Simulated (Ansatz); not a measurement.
`C[CH2][Mg][NH2]`, charge 0, multiplicity 1.

Question: Give a relaxed structure at PBE0-D4/def2-TZVP (Ansatz 0.2.0). (Best estimate.)

Answer: Ansatz gave: 
```xyz
11

C    -1.108    1.334   -0.839
C    -0.146    0.176   -1.114
Mg    0.662   -0.797    0.558
N     1.397   -1.681    2.062
H    -0.632    2.135   -0.264
H    -1.490    1.793   -1.759
H    -1.982    1.015   -0.263
H     0.688    0.530   -1.733
H    -0.649   -0.580   -1.731
H     2.255   -1.445    2.539
H     1.005   -2.478    2.543
```
Point group Cs.
This is one stationary point; other conformers may exist.
